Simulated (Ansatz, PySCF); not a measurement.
Gas-phase reaction (SMILES): CCCC[Si](Cl)(Cl)Cl [butyl(trichloro)silane] + 7 [H][H] (H2) -> 4 C (CH4) + 3 Cl (HCl) + [SiH4] (SiH4); energy of full hydrogenation.

Structures are relaxed separately at B3LYP-D3(BJ)/def2-TZVP in Ansatz (a quantum-chemistry and plane-wave program), one conformer each, not searched for the lowest. Correlated levels leave the core frozen unless marked. No spin-orbit coupling. Non-relativistic. Basis-set limits of correlation are two-point, X^-3; Hartree-Fock from the larger set. [CCSD(T)-MP2]/basis is that difference in the basis named. Thermal terms are rigid-rotor harmonic-oscillator values from B3LYP-D3(BJ) frequencies (Ansatz or PySCF) at 298.15 K and 1 atm. 1 Eh = 627.5095 kcal/mol.

```
species             E, RI-MP2/CBS(aug-cc-pV(T+d)Z,aug-cc-pV(Q+d)Z)+[CCSD(T)-MP2]/aug-cc-pV(T+d)Z (Ansatz) (Eh)  E, PBE-D3(BJ)/def2-TZVPD (Ansatz + dftd3) (Eh)  H - E (Eh)
------------------  ------------------------------------------------------------------------------------------  ----------------------------------------------  ----------
CCCC[Si](Cl)(Cl)Cl                                                                                 -1826.22107                                     -1827.30972     0.14033
[H][H] (H2)                                                                                           -1.17524                                        -1.16598     0.01336
C (CH4)                                                                                              -40.46129                                       -40.46420     0.04840
Cl (HCl)                                                                                            -460.37874                                      -460.62865     0.01000
[SiH4] (SiH4)                                                                                       -291.46108                                      -291.72290     0.03520
```

**Question.** Work out ΔE and ΔH at 298.15 K at the first level, then ΔH at the second.

**Answer.** 
1. ΔE = [4×(-40.46129) + 3×(-460.37874) + (-291.46108)] - [(-1826.22107) + 7×(-1.17524)] = 0.00529 Eh = 3.3 kcal/mol at RI-MP2/CBS(aug-cc-pV(T+d)Z,aug-cc-pV(Q+d)Z)+[CCSD(T)-MP2]/aug-cc-pV(T+d)Z.
2. The terms H - E add up to 0.02495 Eh, so ΔH = (0.00529 + (0.02495))×627.5095 = 19.0 kcal/mol.
3. At PBE-D3(BJ)/def2-TZVPD the same steps give ΔE = 3.7 and ΔH = 19.4 kcal/mol, a shift of +0.4 from the first level.
4. These values are not checked against measurement here, since the tables used lack a sound gas-phase enthalpy of formation for at least one species.
